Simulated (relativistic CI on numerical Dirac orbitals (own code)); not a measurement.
## Eu38+: computed level list

Computed by Dirac-Coulomb-Breit CI, separate exchange-only KLI orbitals for each configuration, model QED (radiative potential, 1s self-energy scaled to tabulated hydrogen-like ionisation energies), unscaled Slater integrals (own radial code, finite nucleus).

Configurations in the expansion (outside the closed core [Ne]): 3s2 3p6 3d7, 3s2 3p5 3d8, 3s2 3p4 3d9, 3s 3p6 3d8, 3p6 3d9, 3s 3p5 3d9, 3s2 3p6 3d6 4s, 3s2 3p6 3d6 4p, 3s2 3p4 3d8 4s, 3s2 3p6 3d6 4d, 3s2 3p4 3d8 4p, 3s2 3p5 3d7 4s, 3s2 3p6 3d6 4f, 3s2 3p4 3d8 4d, 3s 3p5 3d8 4s, 3s2 3p5 3d7 4p, 3s 3p5 3d8 4p, 3s2 3p6 3d5 4s2, 3s2 3p5 3d7 4d, 3s 3p5 3d8 4d, 3s 3p6 3d7 4s, 3p6 3d8 4s, 3s2 3p6 3d5 4s 4p, 3s2 3p6 3d6 5s, 3s2 3p5 3d7 4f, 3p6 3d8 4p, 3s 3p6 3d7 4p, 3s2 3p6 3d5 4p2, 3s2 3p6 3d6 5p, 3p6 3d8 4d, 3s2 3p6 3d6 5d, 3s2 3p5 3d6 4s2, 3s2 3p6 3d6 5f, 3s 3p6 3d6 4s2, 3s2 3p5 3d7 5s, 3s2 3p6 3d6 6s. Levels of other configurations are missing.

The lowest level is 3s2 3p6 3d7 4F_9/2, with 66 % of that term; Hund's rules for 3s2 3p6 3d7 give 4F with J = 9/2, in agreement.

```csv
No.,Configuration,Term,J,E (eV),%,Landé g,Lifetime (s),jj configuration (%)
1,3s2 3p6 3d7,4F,9/2,0.000,66,1.243,,3d5/2^3 (96)
2,3s2 3p6 3d7,2P,3/2,10.084,49,1.209,,3d5/2^3 (98)
3,3s2 3p6 3d7,2D,5/2,14.628,48,1.226,4.45e-02,3d5/2^3 (91)
4,3s2 3p6 3d7,4F,7/2,28.450,89,1.194,3.07e-06,3d3/2^3 3d5/2^4 (98)
5,3s2 3p6 3d7,2G,9/2,35.015,36,1.102,4.48e-06,3d3/2^3 3d5/2^4 (95)
6,3s2 3p6 3d7,4F,3/2,36.241,37,0.975,4.02e-06,3d3/2^3 3d5/2^4 (98)
7,3s2 3p6 3d7,4P,5/2,37.767,60,1.384,6.62e-06,3d3/2^3 3d5/2^4 (93)
8,3s2 3p6 3d7,4P,1/2,39.506,52,1.711,4.33e-06,3d3/2^3 3d5/2^4 (99)
9,3s2 3p6 3d7,2H,11/2,41.744,100,1.083,5.30e-05,3d3/2^3 3d5/2^4 (100)
10,3s2 3p6 3d7,2G,7/2,45.968,56,0.997,1.74e-05,3d3/2^3 3d5/2^4 (93)
11,3s2 3p6 3d7,2F,5/2,51.393,70,0.962,1.01e-05,3d3/2^3 3d5/2^4 (94)
12,3s2 3p6 3d7,2D,3/2,63.433,60,0.820,3.27e-06,3d3/2^3 3d5/2^4 (62)
13,3s2 3p6 3d7,4F,5/2,63.802,53,1.120,1.38e-06,3d3/2^2 3d5/2^5 (95)
14,3s2 3p6 3d7,2P,3/2,67.665,31,1.158,2.41e-06,3d3/2^2 3d5/2^5 (65)
15,3s2 3p6 3d7,2P,1/2,70.858,52,1.611,2.37e-06,3d3/2^2 3d5/2^5 (99)
16,3s2 3p6 3d7,2H,9/2,70.903,62,0.987,2.72e-06,3d3/2^2 3d5/2^5 (99)
17,3s2 3p6 3d7,2F,7/2,74.413,58,1.056,2.66e-06,3d3/2^2 3d5/2^5 (91)
18,3s2 3p6 3d7,2D,5/2,93.746,75,1.157,1.69e-06,3d3/2^2 3d5/2^5 (96)
19,3s2 3p6 3d7,2D,3/2,103.342,58,0.865,9.13e-07,3d3/2 3d5/2^6 (95)
20,3s2 3p5 3d8,4G°,11/2,302.210,95,1.256,1.40e-11,3p3/2^3 3d5/2^4 (95)
21,3s2 3p5 3d8,2D°,5/2,312.008,59,1.169,4.04e-12,3p3/2^3 3d5/2^4 (97)
22,3s2 3p5 3d8,2F°,7/2,312.665,59,1.213,7.06e-12,3p3/2^3 3d5/2^4 (95)
23,3s2 3p5 3d8,4F°,9/2,318.950,61,1.235,1.49e-12,3p3/2^3 3d5/2^4 (95)
24,3s2 3p5 3d8,2S°,1/2,327.296,42,1.475,1.31e-12,3p3/2^3 3d5/2^4 (92)
25,3s2 3p5 3d8,2P°,3/2,336.725,38,1.187,2.91e-12,3p3/2^3 3d5/2^4 (82)
26,3s2 3p5 3d8,4D°,7/2,337.020,55,1.300,7.74e-13,3p3/2^3 3d5/2^4 (81)
27,3s2 3p5 3d8,4G°,9/2,338.775,67,1.144,4.33e-12,3p3/2^3 3d3/2^3 3d5/2^5 (95)
28,3s2 3p5 3d8,2D°,5/2,339.472,44,1.242,1.48e-12,3p3/2^3 3d5/2^4 (81)
29,3s2 3p5 3d8,4D°,7/2,343.633,41,1.252,2.75e-12,3p3/2^3 3d3/2^3 3d5/2^5 (97)
30,3s2 3p5 3d8,2P°,3/2,344.425,37,1.316,9.14e-13,3p3/2^3 3d5/2^4 (77)
31,3s2 3p5 3d8,4P°,5/2,352.042,39,1.188,2.11e-12,3p3/2^3 3d3/2^3 3d5/2^5 (96)
32,3s2 3p5 3d8,4D°,5/2,353.576,38,1.187,1.76e-12,3p3/2^3 3d3/2^3 3d5/2^5 (88)
33,3s2 3p5 3d8,2D°,3/2,354.464,50,0.922,1.35e-12,3p3/2^3 3d3/2^3 3d5/2^5 (80)
34,3s2 3p5 3d8,2P°,1/2,355.323,32,1.084,1.22e-12,3p3/2^3 3d3/2^3 3d5/2^5 (95)
35,3s2 3p5 3d8,2H°,11/2,358.297,95,1.093,3.08e-12,3p3/2^3 3d3/2^3 3d5/2^5 (95)
36,3s2 3p5 3d8,2G°,7/2,359.181,61,0.990,1.58e-12,3p3/2^3 3d3/2^3 3d5/2^5 (92)
37,3s2 3p5 3d8,4D°,5/2,363.035,51,1.192,9.60e-13,3p3/2^3 3d3/2^3 3d5/2^5 (76)
38,3s2 3p5 3d8,4S°,3/2,369.206,39,1.513,8.13e-13,3p3/2^3 3d3/2^3 3d5/2^5 (86)
39,3s2 3p5 3d8,2G°,9/2,370.163,52,1.106,9.32e-13,3p3/2^3 3d3/2^3 3d5/2^5 (95)
40,3s2 3p5 3d8,2F°,7/2,370.727,48,1.129,7.59e-13,3p3/2^3 3d3/2^3 3d5/2^5 (65)
41,3s2 3p5 3d8,4D°,1/2,376.378,50,0.511,1.55e-12,3p3/2^3 3d3/2^3 3d5/2^5 (72)
42,3s2 3p5 3d8,2D°,3/2,381.029,48,1.069,8.96e-13,3p3/2^3 3d3/2^3 3d5/2^5 (77)
43,3s2 3p5 3d8,2F°,5/2,381.407,74,0.948,1.11e-12,3p3/2^3 3d3/2^3 3d5/2^5 (97)
44,3s2 3p5 3d8,4F°,3/2,386.512,24,1.032,1.09e-12,3p3/2^3 3d3/2^2 3d5/2^6 (84)
45,3s2 3p5 3d8,2G°,7/2,393.534,40,0.987,1.08e-12,3p3/2^3 3d3/2^2 3d5/2^6 (74)
46,3s2 3p5 3d8,2D°,5/2,395.499,39,1.053,1.05e-12,3p3/2^3 3d3/2^2 3d5/2^6 (79)
47,3s2 3p5 3d8,2P°,1/2,395.581,52,0.442,9.26e-13,3p3/2^3 3d3/2^2 3d5/2^6 (77)
48,3s2 3p5 3d8,2P°,3/2,413.805,57,1.265,1.16e-12,3p3/2^3 3d3/2^2 3d5/2^6 (88)
49,3s2 3p5 3d8,4D°,7/2,470.179,48,1.270,4.19e-13,3p1/2 3p3/2^4 3d5/2^4 (96)
50,3s2 3p5 3d8,2D°,3/2,481.188,37,1.190,4.04e-13,3p1/2 3p3/2^4 3d5/2^4 (94)
51,3s2 3p5 3d8,2G°,9/2,481.452,65,1.151,3.31e-13,3p1/2 3p3/2^4 3d5/2^4 (88)
52,3s2 3p5 3d8,2F°,5/2,486.180,48,0.954,3.71e-13,3p1/2 3p3/2^4 3d5/2^4 (83)
53,3s2 3p5 3d8,2D°,5/2,489.451,32,1.145,7.02e-13,3p1/2 3p3/2^4 3d3/2^3 3d5/2^5 (87)
54,3s2 3p5 3d8,4G°,7/2,491.120,34,1.014,7.43e-13,3p1/2 3p3/2^4 3d3/2^3 3d5/2^5 (96)
55,3s2 3p5 3d8,4D°,3/2,493.144,39,1.195,8.36e-13,3p1/2 3p3/2^4 3d3/2^3 3d5/2^5 (97)
56,3s2 3p5 3d8,4P°,1/2,494.774,52,1.819,9.22e-13,3p1/2 3p3/2^4 3d3/2^3 3d5/2^5 (100)
57,3s2 3p5 3d8,2P°,1/2,500.125,63,0.623,3.80e-13,3p1/2 3p3/2^4 3d5/2^4 (89)
58,3s2 3p5 3d8,2H°,9/2,500.780,71,0.964,8.72e-13,3p1/2 3p3/2^4 3d3/2^3 3d5/2^5 (93)
59,3s2 3p5 3d8,2F°,5/2,509.469,41,0.806,1.74e-12,3p1/2 3p3/2^4 3d3/2^2 3d5/2^6 (89)
60,3s2 3p5 3d8,2D°,5/2,519.107,40,1.147,3.85e-13,3p1/2 3p3/2^4 3d3/2^3 3d5/2^5 (88)
61,3s2 3p5 3d8,2F°,7/2,522.553,56,1.063,3.31e-13,3p1/2 3p3/2^4 3d3/2^3 3d5/2^5 (96)
62,3s2 3p5 3d8,2P°,3/2,526.567,42,1.266,3.37e-13,3p1/2 3p3/2^4 3d3/2^3 3d5/2^5 (95)
63,3s2 3p5 3d8,2D°,3/2,542.472,48,0.899,4.58e-13,3p1/2 3p3/2^4 3d3/2^2 3d5/2^6 (97)
64,3s2 3p5 3d8,2P°,1/2,545.552,74,0.653,7.94e-13,3p1/2 3p3/2^4 3d3/2^2 3d5/2^6 (93)
65,3s2 3p4 3d9,2F,7/2,624.926,42,1.209,1.36e-12,3p3/2^2 3d5/2^5 (75)
66,3s2 3p4 3d9,4F,9/2,633.308,55,1.256,9.05e-13,3p3/2^2 3d5/2^5 (78)
67,3s2 3p4 3d9,2P,1/2,637.752,70,0.793,9.23e-13,3p3/2^2 3d5/2^5 (84)
68,3s 3p6 3d8,4F,9/2,640.957,80,1.312,6.29e-13,3s 3d5/2^4 (75)
69,3s 3p6 3d8,2D,5/2,646.197,39,1.311,7.91e-13,3s 3d5/2^4 (74)
70,3s 3p6 3d8,2D,3/2,646.872,34,1.023,7.79e-13,3s 3d5/2^4 (64)
```

Energies count from the lowest computed level; ° marks odd parity; lifetimes are radiative, by E1, M1, E2, M2, E3 decay to levels of this space only; some are left blank where a channel outside the calculation adds to the decay or the decay crosses a small, uncertain gap. Filled j subshells are mostly left out of the jj labels.

The mean weight of the leading LS term, summed over parents, in these 70 levels is 53 %, and that of the leading jj configuration (from the same eigenvectors) 88 %, so jj coupling describes them better and the LS labels are nominal.

At this charge energies of transitions that change n are usually good to better than 1 %, and those within a shell (Δn = 0) to a few per cent. Terms inside the open d or f shell come out 10 to 20 % too wide with unscaled integrals.

LS names give the leading component of a level, which can be under half, so a name can repeat, a term be missing and a line seem to break the LS rules.
